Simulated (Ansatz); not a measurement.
Ansatz (an electronic-structure program) input for GeBr3, SMILES [Br][Ge]([Br])[Br], multiplicity 2, PBE-D3(BJ)/def2-SVP. 

Ansatz 0.2 input:
```yaml
crystal:
  periodic: [false, false, false]
  atoms:
    - {symbol: Ge, position_ang: [0.00000000, 0.00000000, 0.61113580]}
    - {symbol: Br, position_ang: [1.86684893, -1.07782573, -0.18625091]}
    - {symbol: Br, position_ang: [-1.86684893, -1.07782573, -0.18625091]}
    - {symbol: Br, position_ang: [0.00000000, 2.15565146, -0.18625091]}
basis:
  gaussian:
    orbitals: def2-SVP
hamiltonian:
  xc: pbe
  dispersion: d3bj
magnetization: {spin_polarized: true, initial_magnetization: 1}
relax: {f_tol: 0.002, max_steps: 200}
```

Log of the run:

```
WARN ansatz: RAYON_NUM_THREADS=2 ignored (pool sized by the plan → 2); use --threads N
Functional definition: PBE
integrals: 0.09 GiB planned
1386 factors; their error is unknown
mean field: 0.53 GiB planned
mean field evaluation 1: about -266587.0654 eV, gradient 1.6e1 eV
mean field evaluation 2: about -266586.0239 eV, gradient 2.2e1 eV
mean field evaluation 4: about -266587.7142 eV, gradient 1.1e0 eV
mean field evaluation 8: about -266587.5319 eV, gradient 7.4e-2 eV
mean field evaluation 16: about -266587.5319 eV, gradient 2.3e-5 eV
mean field -266587.53188811 eV, -9796.9110973688 hartree, gradient 2.3e-5 eV, S^2 0.751763; 3 other end points of the search recorded, 0 dependent functions left out
the calculation of the forces begins
reference -266587.53191966 eV, -9796.9110985285 hartree; 69, 68 occupied and 59, 60 virtual orbitals, 1386 factors
relax step   1: F+E_penalty+E_count = -266587.70232006 eV  Δ(F+E_penalty+E_count) = +0.000e0 eV  max|allowed force component| = 6.436e-1 eV/Å  Δτ_max = 0.0000 Å  (72 SCF iters, accepted)
these checks for a lower state are left out or cut short: starts, cluster_reference, orbital_swaps, neighbouring_geometries, increment
integrals: 0.09 GiB planned
1386 factors; their error is unknown
mean field: 0.52 GiB planned
mean field evaluation 32: about -266587.5877 eV, gradient 8.6e-2 eV
mean field -266587.58786609 eV, -9796.9131545218 hartree, gradient 1.9e-5 eV, S^2 0.751980; 0 other end points of the search recorded, 0 dependent functions left out
the calculation of the forces begins
reference -266587.58789790 eV, -9796.9131556905 hartree; 69, 68 occupied and 59, 60 virtual orbitals, 1386 factors
relax step   2: F+E_penalty+E_count = -266587.75381979 eV  Δ(F+E_penalty+E_count) = -5.150e-2 eV  max|allowed force component| = 4.176e-2 eV/Å  Δτ_max = 0.0573 Å  (30 SCF iters, accepted)
these checks for a lower state are left out or cut short: starts, cluster_reference, orbital_swaps, neighbouring_geometries, increment
integrals: 0.09 GiB planned
1386 factors; their error is unknown
mean field: 0.52 GiB planned
mean field -266587.58795424 eV, -9796.9131577610 hartree, gradient 2.1e-5 eV, S^2 0.751984; 0 other end points of the search recorded, 0 dependent functions left out
the calculation of the forces begins
reference -266587.58798604 eV, -9796.9131589298 hartree; 69, 68 occupied and 59, 60 virtual orbitals, 1386 factors
relax step   3: F+E_penalty+E_count = -266587.75395930 eV  Δ(F+E_penalty+E_count) = -1.395e-4 eV  max|allowed force component| = 1.894e-3 eV/Å  Δτ_max = 0.0054 Å  (29 SCF iters, accepted)
integrals: 0.09 GiB planned
1386 factors; their error is unknown
mean field: 0.52 GiB planned
mean field evaluation 64: about -266584.6788 eV, gradient 9.0e0 eV
mean field evaluation 96: about -266584.6788 eV, gradient 9.0e0 eV
mean field -266587.58795424 eV, -9796.9131577610 hartree, gradient 2.1e-5 eV, S^2 0.751984; 6 other end points of the search recorded, 0 dependent functions left out
the calculation of the forces begins
reference -266587.58798604 eV, -9796.9131589298 hartree; 69, 68 occupied and 59, 60 virtual orbitals, 1386 factors
Total energy: -266587.75399110 eV, -9796.9192595033 hartree
Atom 0 at     0.000000    -0.000073     0.609099 Å, force     0.000000    -0.000039     0.001894 eV/Å
Atom 1 at     1.915868    -1.105986    -0.185563 Å, force     0.000343    -0.000207    -0.000627 eV/Å
Atom 2 at    -1.915868    -1.105986    -0.185563 Å, force    -0.000343    -0.000207    -0.000627 eV/Å
Atom 3 at    -0.000000     2.212045    -0.185590 Å, force     0.000000     0.000453    -0.000641 eV/Å
Dipole moment:     0.000000    -0.000033     0.165406 e Å
```

The calculation finished and met its thresholds.

Cost: roughly 30 core-seconds.
